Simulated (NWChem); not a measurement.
System: C$_{4}$H$_{3}$FSi; SMILES C#C[SiH](F)C#C

The following NWChem deck was run.

```
start job
memory heap 200 mb stack 900 mb global 1100 mb
geometry units angstroms noautoz
  Si    -0.466731     0.393573     0.000000
  F     -1.813732    -0.491623     0.000000
  C      0.495544    -0.003916     1.490346
  C      1.144643    -0.240056     2.488779
  C      0.495544    -0.003916    -1.490346
  C      1.144643    -0.240056    -2.488779
  H     -0.850871     1.820543     0.000000
  H      1.713638    -0.454701     3.366908
  H      1.713638    -0.454701    -3.366908
end
basis spherical
  * library aug-pcseg-1
end
dft
  xc xtpss03 ctpss03
  iterations 150
  mulliken
end
task dft energy
```

The geometry was optimised at B3LYP/6-31G* (spherical d).

Question: What results follow from this input? (TPSS/aug-pcseg-1.) Quantities: basis functions; energy (Ha); highest occupied level (eV); orbital gap (eV); dipole (D).

Answer: 
```yaml
number_of_basis_functions: 169
energy (Ha): -543.51
highest occupied level (eV): -7.32
orbital gap (eV): 5.29
dipole (D): 1.96
```
